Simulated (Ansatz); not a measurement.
Two structures of Si4H13O2F, singlet, reached by relaxing down either side of one saddle point (PBE0-D4/def2-TZVP). Energies are electronic, without zero-point energy. Program: Ansatz 0.2.0. Basis: def2-TZVPP and def2-QZVPP. Cores are frozen in the correlated methods. Extrapolation: Hartree–Fock as exp(−7.88 √X), correlation as X^−2.97. First:

Si1  (-0.543, -0.125, 0.321)
Si2  (1.242, -0.632, 1.759)
Si3  (-2.202, 0.995, 1.546)
Si4  (-1.427, -2.117, -0.530)
O5  (-0.034, 0.773, -0.999)
H6  (2.195, 0.628, -3.491)
O7  (2.230, 0.525, -2.538)
H8  (2.331, 1.820, -1.644)
F9  (2.101, 2.497, -1.001)
H10  (0.730, -1.496, 2.858)
H11  (2.316, -1.362, 1.032)
H12  (1.818, 0.606, 2.351)
H13  (-3.410, 1.249, 0.715)
H14  (-1.693, 2.298, 2.057)
H15  (-2.588, 0.146, 2.707)
H16  (-1.834, -2.977, 0.615)
H17  (-0.409, -2.844, -1.337)
H18  (-2.618, -1.861, -1.385)
H19  (0.463, 1.582, -0.795)
H20  (1.330, 0.294, -2.242)
(Å)

Second:

Si1  (-1.256, 0.130, -1.128)
Si2  (2.412, -1.132, 1.397)
Si3  (-1.272, 1.861, 0.471)
Si4  (-1.631, -2.039, -0.315)
O5  (-2.421, 0.380, -2.260)
H6  (1.680, 1.117, -0.967)
O7  (1.841, 1.529, -0.112)
H8  (1.224, -0.488, 2.003)
F9  (0.180, 0.137, -1.887)
H10  (2.631, -2.444, 2.068)
H11  (2.187, -1.388, -0.047)
H12  (3.622, -0.297, 1.594)
H13  (-0.822, 3.145, -0.129)
H14  (-0.489, 1.532, 1.685)
H15  (-2.704, 2.019, 0.861)
H16  (-0.559, -2.423, 0.640)
H17  (-1.664, -3.015, -1.436)
H18  (-2.936, -2.062, 0.397)
H19  (-2.565, 1.270, -2.586)
H20  (2.543, 2.168, -0.249)
(Å)

Which bonds change from the first to the second?

Si₄H₁₀O ([OH][Si]([SiH3])([SiH3])[SiH3]) + H₂O + HF → Si₃H₇OF ([OH][Si]([F])([SiH3])[SiH3]) + SiH₄ + H₂O; bonds formed: Si1–F9, Si2–H8; bonds broken: Si1–Si2, H8–F9.

Give the saddle point's structure and its height above each. (To be estimated.)

Computed: 188.8 kJ/mol above the first and 278.4 kJ/mol above the second (CCSD(T) at an estimated basis limit (MP2 extrapolated from triple and quadruple zeta, plus CCSD(T) − MP2 in triple zeta)).
```
20
angstrom
Si -0.6488 0.0992 -0.2492
Si 1.5842 -0.5983 0.8802
Si -1.8651 1.5205 1.1568
Si -1.2756 -2.1745 -0.0764
O -0.7135 0.2926 -1.8797
H 2.1305 1.3216 -1.3372
O 2.6677 0.5244 -1.4712
H 0.8793 0.7907 0.1722
F 0.6134 1.9900 -0.4154
H 0.8350 -1.0155 2.0979
H 1.8931 -1.7817 0.0522
H 2.7752 0.1803 1.2895
H -2.2999 2.6995 0.3669
H -1.0075 1.9402 2.2934
H -3.0643 0.8193 1.6931
H -1.2171 -2.6595 1.3268
H -0.4397 -3.0479 -0.9405
H -2.6893 -2.2354 -0.5405
H -0.5014 1.1985 -2.1306
H 2.3439 0.1358 -2.2882
```

The search had been set up for a ligand exchange through a proton shuttle (forming Si1–O7, H6–F9, Si2–H8, breaking Si1–Si2, H6–O7, H8–F9); from that guess it ended on this step instead.

T1 diagnostic: at most 0.016.

Labels in which every atom is bracketed show which atoms are joined, not bond orders.

For scale, one of the runs: CCSD(T)/def2-TZVPP, 443 basis functions, launched by `ansatz run in.yaml --threads 4 --pin off --events-out ev --progress --plain --max-ram 63488MiB --backend cuda --devices 0, --max-vram 37GiB`. The run took 35 s on 4 CPU threads of an AMD EPYC 7R13 and a share of one NVIDIA H100 (shared host), with 1 GiB of host memory at its peak.
